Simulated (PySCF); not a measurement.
PySCF job for C10H7N3, SMILES C1=CC2=NC=CC3=NC=CC(=C1)N23, PBE0/pcSseg-1. Geometry: B3LYP-D3(BJ)/def2-SVP.

```python
import numpy as np
from pyscf import gto, scf, dft
from pyscf.prop.nmr import rks as nmr

mol = gto.M(
    atom='''
    C    -0.49760720   -2.74007883    0.00000000
    C     0.80142769   -2.28224782    0.00000000
    C     1.08948143   -0.89153142    0.00000000
    N     2.35098713   -0.47055860    0.00000000
    C     2.58592680    0.84831691    0.00000000
    C     1.59583434    1.80392149    0.00000000
    C     0.23300490    1.40405554    0.00000000
    N    -0.74550589    2.29368617    0.00000000
    C    -2.01857264    1.85034243    0.00000000
    C    -2.36016621    0.52391842    0.00000000
    C    -1.32887314   -0.46403048    0.00000000
    C    -1.56837017   -1.83687632    0.00000000
    N    -0.00575682    0.00578654    0.00000000
    H    -0.69580447   -3.81455212    0.00000000
    H     1.66577485   -2.94381303    0.00000000
    H     3.63968413    1.14983028    0.00000000
    H     1.79716439    2.87331863    0.00000000
    H    -2.79606247    2.62227216    0.00000000
    H    -3.39756124    0.19126813    0.00000000
    H    -2.60378092   -2.17546235    0.00000000
    ''',
    basis='pcSseg-1',
    charge=0,
    spin=0,
    max_memory=1600,
    verbose=3,
)
mf = dft.RKS(mol, xc='pbe0').density_fit(auxbasis='def2-universal-jkfit')
mf.grids.level = 3
mf.conv_tol = 1e-10
mf.max_cycle = 100
mf.kernel()
n = nmr.NMR(mf)
n.verbose = 2
n.max_cycle_cphf = 60
sigma = n.kernel()
print('atom   isotropic/ppm   span/ppm')
for i, s in enumerate(sigma):
    w = np.linalg.eigvalsh((s + s.T) / 2)
    print(f'{mol.atom_symbol(i):2s}{i + 1:3d} {w.mean():14.3f} {w[2] - w[0]:11.3f}')
```

Program output:

```
converged SCF energy = -548.819720190338
atom   isotropic/ppm   span/ppm
C   1         35.991     242.490
C   2         64.212     158.361
C   3         18.493     136.855
N   4         -3.123     449.153
C   5         18.773     220.768
C   6         72.638     149.375
C   7         16.266     140.732
N   8          6.057     433.600
C   9         22.854     214.346
C  10         72.475     156.260
C  11         23.947     175.096
C  12         77.665     150.778
N  13         23.440     250.797
H  14         25.326       2.340
H  15         26.278       2.222
H  16         24.939       3.403
H  17         26.904       2.700
H  18         25.380       3.237
H  19         27.057       2.987
H  20         27.032       2.155
```

The run converged.
